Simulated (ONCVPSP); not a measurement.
# Configuration tests for antimony (Sb) (ONCV)

* Element: antimony (Sb)
* Generator: ONCVPSP 4.0.1
* Type: optimised norm-conserving Vanderbilt (ONCV)
* Functional: PBEsol
* Relativity: scalar-relativistic
* Frozen core: [Ar] 3d10
* Valence charge: 23
* Reference configuration: 4s2 4p6 4d10 5s2 5p3
* Partial waves: 4s+5s: rc 1.15 bohr, ncon 4, nbas 7, qcut 10.1 1/bohr, 2 projectors; 4p+5p: rc 1.70 bohr, ncon 5, nbas 9, qcut 8.1 1/bohr, 2 projectors; 4d: rc 1.25 bohr, ncon 4, nbas 8, qcut 13.9 1/bohr, 3 projectors, debl 0.8 Ha
* Local potential: polynomial inside 0.90 bohr (lpopt 3, dvloc0 0 Ha)
* Core correction: Teter function, fcfact 2.75, rcfact 1.05

In the d channel the program set the typed energies aside and used -1.229, 0.250, 1.050 Ha.

Energies are relative to the spin-unpolarised reference configuration 4s2 4p6 4d10 5s2 5p3; without spin polarisation the order of configurations can differ from experiment.

```tsv
valence configuration	charge	ΔE all-electron (eV)	error AE − PS (meV)
4s2 4p6 4d10 5s2 5p1	+2	24.357	-6.1
4s2 4p6 4d10 5s2 5p0	+3	48.802	-13
4s2 4p6 4d9 5s2 5p4	0	31.046	+0.3
```

(1) What are ΔE and the potential's error for 4s2 4p6 4d10 5s2 5p2?

Levels in the configuration 4s2 4p6 4d10 5s2 5p1:

| level | all-electron (eV) | pseudo (eV) |
| --- | --- | --- |
| 4s | -167.099 | -167.109 |
| 4p | -120.099 | -120.107 |
| 4d | -51.835 | -51.836 |
| 5s | -29.507 | -29.506 |
| 5p | -20.128 | -20.128 |

Results:

(1) ΔE = 8.344 eV all-electron; the error (AE − PS) is -1.9 meV.
